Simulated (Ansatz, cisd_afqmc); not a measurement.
System: HSiO, charge 0, doublet. HSiO (SMILES O=[SiH], doublet).
B3LYP-D3(BJ)/def2-TZVP minimum from Ansatz (a program for electronic structure):
```xyz
3

Si    -0.0147    -0.5041    -0.0112
O     -0.1485     1.0191     0.0164
H      1.3936    -1.0954     0.0249
```
Charge 0, spin multiplicity 2.

Total energies in cc-pV(T+d)Z, 11 correlated electrons, 6 frozen orbitals. UHF or UKS for unpaired electrons; spin-orbit terms are left out. Cores are frozen in correlated methods. No relativity. The Monte Carlo rows (phaseless AFQMC, CISD trial, step 0.005/hartree) carry one-sigma bars that omit the constraint's bias. Outlying blocks are dropped, and bars are widened where a walk drifts. Over all cases where full CI ran beside it in this data, AFQMC minus full CI had a median of +0.1 mEh and passed +0.4 mEh in a tenth of the cases.

```tsv
method	program	energy (Eh)	minus CCSDT(Q) (mEh)
HF	Ansatz	-364.37268	366.08
MP2	Ansatz	-364.71230	26.45
CCSD	Ansatz	-364.71904	19.72
CCSD(T)	Ansatz	-364.73640	2.35
CCSDT(Q)	Ansatz	-364.73876	0.00
AFQMC/CISD	cisd_afqmc	-364.7369 ± 0.0004	1.8 ± 0.4
```

Rough core times of Ansatz's runs on a shared machine: CCSD(T) under 20 s, CCSDT(Q) 3 min.
